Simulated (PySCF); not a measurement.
C2H2Cl (SMILES [CH]=CCl), doublet, at a GFN2-xTB geometry; PBE/3-21G (PySCF).

The PySCF input:
```python
from pyscf import gto, scf, dft

mol = gto.M(
    atom='''
C    -0.158121    0.849492    0.000224
C     0.972593    1.428190    0.015354
Cl   -0.339905   -0.957409   -0.006518
H    -1.134124    1.300848   -0.010446
H     2.025674    1.309009    0.027792
''',
    basis='3-21g',
    charge=0,
    spin=1,
    verbose=4,
)

mf = dft.UKS(mol)
mf.xc = 'pbe'
mf.diis = False
mf.damp = 0.3
mf.diis_start_cycle = 200
mf.max_cycle = 150
mf.kernel()
```

Output, abridged:

```
PySCF version 2.14.0

[INPUT] verbose = 4
[INPUT] num. atoms = 5
[INPUT] num. electrons = 31
[INPUT] charge = 0
[INPUT] spin (= nelec alpha-beta = 2S) = 1
[INPUT] symmetry False subgroup None
[INPUT] Mole.unit = angstrom
[INPUT] Symbol           X                Y                Z      unit          X                Y                Z       unit  Magmom
[...]
nuclear repulsion = 80.0881898922906
number of shells = 21
number of NR pGTOs = 63
number of NR cGTOs = 35
basis = 3-21g
ecp = {}

******** <class 'pyscf.dft.uks.UKS'> ********
method = UKS
initial guess = minao
damping factor = 0.3
level_shift factor = 0
DIIS disabled
SCF conv_tol = 1e-09
SCF conv_tol_grad = None
SCF max_cycles = 150
direct_scf = True
direct_scf_tol = 1e-13
number electrons alpha = 16  beta = 15
XC library pyscf.dft.libxc version 7.1.2
    S. Lehtola, C. Steigemann, M. J. T. Oliveira, and M. A. L. Marques,  SoftwareX 7, 1–5 (2018)
XC functionals = pbe
    J. P. Perdew, K. Burke, and M. Ernzerhof,  Phys. Rev. Lett. 77, 3865 (1996)
    J. P. Perdew, K. Burke, and M. Ernzerhof,  Phys. Rev. Lett. 78, 1396 (1997)
    J. P. Perdew, K. Burke, and M. Ernzerhof,  Phys. Rev. Lett. 77, 3865 (1996)
    J. P. Perdew, K. Burke, and M. Ernzerhof,  Phys. Rev. Lett. 78, 1396 (1997)
radial grids:
    Treutler-Ahlrichs [JCP 102, 346 (1995); DOI:10.1063/1.469408] (M4) radial grids

becke partition: Becke, JCP 88, 2547 (1988); DOI:10.1063/1.454033
pruning grids: <function nwchem_prune>
grids dens level: 3
symmetrized grids: False
atomic radii adjust function: <function treutler_atomic_radii_adjust>
small_rho_cutoff = 0
Set gradient conv threshold to 3.16228e-05
tot grids = 66736
init E= -534.455133332551

cycle= 1 E= -534.543614515111  delta_E= -0.0885  |g|= 0.126  |ddm|= 1.72
cycle= 2 E= -534.553864410494  delta_E= -0.0102  |g|= 0.0558  |ddm|= 0.295
cycle= 3 E= -534.554865143965  delta_E= -0.001  |g|= 0.0414  |ddm|= 0.115
cycle= 4 E= -534.554742642143  delta_E= 0.000123  |g|= 0.0461  |ddm|= 0.0968
cycle= 5 E= -534.554008969112  delta_E= 0.000734  |g|= 0.0593  |ddm|= 0.105
cycle= 6 E= -534.552071255652  delta_E= 0.00194  |g|= 0.0841  |ddm|= 0.137
cycle= 7 E= -534.547410991709  delta_E= 0.00466  |g|= 0.123  |ddm|= 0.197
cycle= 8 E= -534.53590736238  delta_E= 0.0115  |g|= 0.189  |ddm|= 0.304
cycle= 9 E= -534.509955023955  delta_E= 0.026  |g|= 0.283  |ddm|= 0.459
cycle= 10 E= -534.447160909954  delta_E= 0.0628  |g|= 0.433  |ddm|= 0.735
cycle= 11 E= -534.322125965128  delta_E= 0.125  |g|= 0.629  |ddm|= 1.05
[...]
cycle= 118 E= -512.549478898697  delta_E= 1.28  |g|= 2.17  |ddm|= 18.9
cycle= 119 E= -513.83033715806  delta_E= -1.28  |g|= 4.02  |ddm|= 18.9
cycle= 120 E= -512.549478898696  delta_E= 1.28  |g|= 2.17  |ddm|= 18.9
cycle= 121 E= -513.83033715806  delta_E= -1.28  |g|= 4.02  |ddm|= 18.9
cycle= 122 E= -512.549478898698  delta_E= 1.28  |g|= 2.17  |ddm|= 18.9
cycle= 123 E= -513.83033715806  delta_E= -1.28  |g|= 4.02  |ddm|= 18.9
cycle= 124 E= -512.549478898697  delta_E= 1.28  |g|= 2.17  |ddm|= 18.9
cycle= 125 E= -513.83033715806  delta_E= -1.28  |g|= 4.02  |ddm|= 18.9
cycle= 126 E= -512.549478898697  delta_E= 1.28  |g|= 2.17  |ddm|= 18.9
cycle= 127 E= -513.830337158059  delta_E= -1.28  |g|= 4.02  |ddm|= 18.9
cycle= 128 E= -512.549478898697  delta_E= 1.28  |g|= 2.17  |ddm|= 18.9
cycle= 129 E= -513.83033715806  delta_E= -1.28  |g|= 4.02  |ddm|= 18.9
cycle= 130 E= -512.549478898697  delta_E= 1.28  |g|= 2.17  |ddm|= 18.9
cycle= 131 E= -513.830337158059  delta_E= -1.28  |g|= 4.02  |ddm|= 18.9
cycle= 132 E= -512.549478898697  delta_E= 1.28  |g|= 2.17  |ddm|= 18.9
cycle= 133 E= -513.83033715806  delta_E= -1.28  |g|= 4.02  |ddm|= 18.9
cycle= 134 E= -512.549478898698  delta_E= 1.28  |g|= 2.17  |ddm|= 18.9
cycle= 135 E= -513.830337158059  delta_E= -1.28  |g|= 4.02  |ddm|= 18.9
cycle= 136 E= -512.549478898698  delta_E= 1.28  |g|= 2.17  |ddm|= 18.9
cycle= 137 E= -513.830337158059  delta_E= -1.28  |g|= 4.02  |ddm|= 18.9
cycle= 138 E= -512.549478898697  delta_E= 1.28  |g|= 2.17  |ddm|= 18.9
cycle= 139 E= -513.830337158059  delta_E= -1.28  |g|= 4.02  |ddm|= 18.9
cycle= 140 E= -512.549478898696  delta_E= 1.28  |g|= 2.17  |ddm|= 18.9
cycle= 141 E= -513.830337158059  delta_E= -1.28  |g|= 4.02  |ddm|= 18.9
cycle= 142 E= -512.549478898699  delta_E= 1.28  |g|= 2.17  |ddm|= 18.9
cycle= 143 E= -513.830337158059  delta_E= -1.28  |g|= 4.02  |ddm|= 18.9
cycle= 144 E= -512.549478898698  delta_E= 1.28  |g|= 2.17  |ddm|= 18.9
cycle= 145 E= -513.830337158061  delta_E= -1.28  |g|= 4.02  |ddm|= 18.9
cycle= 146 E= -512.549478898698  delta_E= 1.28  |g|= 2.17  |ddm|= 18.9
cycle= 147 E= -513.83033715806  delta_E= -1.28  |g|= 4.02  |ddm|= 18.9
cycle= 148 E= -512.549478898697  delta_E= 1.28  |g|= 2.17  |ddm|= 18.9
cycle= 149 E= -513.830337158059  delta_E= -1.28  |g|= 4.02  |ddm|= 18.9
cycle= 150 E= -512.549478898698  delta_E= 1.28  |g|= 2.17  |ddm|= 18.9
SCF not converged.
SCF energy = -512.549478898698 after 150 cycles  <S^2> = 0.75003614  2S+1 = 2.0000361
```

The run did not converge; its last values are not results.
